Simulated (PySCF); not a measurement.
A GIAO shielding run with PySCF (density fitting, scalar relativity only through the core potential, gas phase) on `O=[Te](F)F`, F$_{2}$OTe:

```
{"job": {"kind": "nmr", "xc": "wB97X-D", "basis": {"default": "pcSseg-1", "Te": "def2-TZVP"}, "pop": false}, "charge": 0, "multiplicity": 1}
Te     0.081147     0.001476     0.664291
O      1.683208    -0.029394    -0.122777
F     -0.858992     1.392634    -0.276390
F     -0.905353    -1.364716    -0.265134
```

Hardware: 1 thread of an x86-64 server CPU, shared host.

**Question.** How large is the calculation?

**Answer.** 50 electrons, 101 basis functions and 503 auxiliary functions.

**Question.** How long does it take?

**Answer.** 6.1 s of wall time, with 15 SCF cycles and 7 response iterations. Times on a shared host scatter by some tens of per cent.

**Question.** And these other runs on the same molecule and hardware: GIAO shielding at PBE0/pcSseg-1 (def2-TZVP on Te)?

**Answer.** PBE0/pcSseg-1 (def2-TZVP on Te): 101 functions, 6.5 s.
